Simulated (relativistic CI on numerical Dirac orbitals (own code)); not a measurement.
## One change at a time: Tl34+

Base calculation: Dirac-Coulomb-Breit CI, separate exchange-only KLI orbitals for each configuration, model QED (radiative potential, 1s self-energy scaled to tabulated hydrogen-like ionisation energies), unscaled Slater integrals.

Configuration list (outside the closed core [Ar] 3d10): 4s2.4p6.4d10.4f, 4s2.4p6.4d9.4f2, 4s2.4p6.4d10.5s, 4s2.4p5.4d10.4f2, 4s2.4p6.4d10.5p, 4s.4p6.4d10.4f2, 4s2.4p6.4d10.5d, 4s2.4p4.4d10.4f3, 4s2.4p6.4d9.4f.5s, 4s2.4p6.4d9.5s2, 4s2.4p6.4d10.5f, 4s2.4p6.4d8.4f2.5s, 4s2.4p6.4d9.4f.5p, 4s2.4p6.4d9.5s.5p, 4s2.4p6.4d10.5g, 4p6.4d10.4f3. Levels of other configurations are missing.

The lowest level and the first level of each name with at least 55 % of one term (blank where a level has no safe partner in the second run):

```csv
Level,Base (cm⁻¹),Shift (cm⁻¹)
4s2.4p6.4d10.4f 2F°_5/2,0,0
4s2.4p6.4d10.4f 2F°_7/2,55120,0
4s2.4p6.4d9.4f2 4F_3/2,1833078,+986
4s2.4p6.4d9.4f2 4F_9/2,1903998,+986
4s2.4p6.4d10.5s 2S_1/2,1907494,+12063
4s2.4p6.4d9.4f2 4K_15/2,1915622,+985
4s2.4p6.4d9.4f2 4K_17/2,1939121,+985
4s2.4p6.4d9.4f2 2D_3/2,1959790,+986
4s2.4p6.4d9.4f2 2L_17/2,1985959,+985
4s2.4p6.4d9.4f2 2F_7/2,1985981,+986
4s2.4p6.4d9.4f2 2I_13/2,1990127,+986
4s2.4p6.4d9.4f2 4I_15/2,1991322,+985
4s2.4p6.4d9.4f2 2K_15/2,2051711,+985
4s2.4p6.4d9.4f2 4K_11/2,2084731,+985
```

At this charge energies of transitions that change n are usually good to better than 1 %, and those within a shell (Δn = 0) to a few per cent.

Problem. One thing was changed in a second run, which moved the levels as shown. Which?
A. Breit term removed
B. configuration mixing switched off
C. only the first 3 configurations
D. QED terms removed
E. P86 correlation estimate

Solution. E. P86 correlation estimate. A correlation estimate moves all levels of a configuration together before mixing; mixed levels move by a weighted share.

LS names give the leading component of a level, which can be under half, so a name can repeat, a term be missing and a line seem to break the LS rules.
